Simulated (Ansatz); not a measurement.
System: [amino(methyl)boranyl]methane, C$_{2}$H$_{8}$BN (charge 0, singlet). 
Coordinates optimised at B3LYP-D3(BJ)/def2-TZVP (Ansatz, a quantum-chemistry and plane-wave program):
```
B
N 1 1.4003
H 2 1.0067 1 123.21
H 2 1.0067 3 113.57 1 -180.00
C 1 1.5804 2 119.63 3 0.00
H 5 1.0930 1 114.13 2 0.00
H 5 1.0948 6 107.64 1 123.25
H 5 1.0948 6 107.64 7 113.50
C 1 1.5804 2 119.63 3 -180.00
H 9 1.0930 1 114.13 2 0.00
H 9 1.0948 10 107.64 1 -123.25
H 9 1.0948 10 107.64 11 -113.50
```
Charge 0, spin multiplicity 1.

Total electronic energies in hartree. Cores are frozen in the correlated levels unless marked. Spin-orbit coupling is left out. No relativistic terms. Basis-set limits of correlation are two-point, X^-3; Hartree-Fock from the larger set. [CCSD(T)-MP2]/basis is that difference in the basis named.

```csv
level,program,energy (Eh)
HF/STO-3G,Ansatz,-157.65245
B3LYP-D3(BJ)/def2-TZVPD,Ansatz + dftd3,-160.78487
LC-wPBE-D3(BJ)/def2-TZVPD,Ansatz + dftd3,-160.66381
LC-wPBE/def2-TZVPD,Ansatz,-160.65731
B2PLYP-D3(BJ)/def2-TZVPD,Ansatz + dftd3,-160.60686
MP2/6-31G*,Ansatz,-160.08993
SCS-MP2/aug-cc-pVDZ,Ansatz,-160.18739
CCSD/cc-pwCVTZ,Ansatz,-160.38227
"RI-MP2/CBS(aug-cc-pVTZ,aug-cc-pVQZ)+[CCSD(T)-MP2]/aug-cc-pVTZ",Ansatz,-160.4876
```

Totals of different functionals don't rank their quality; only differences between species are comparable.
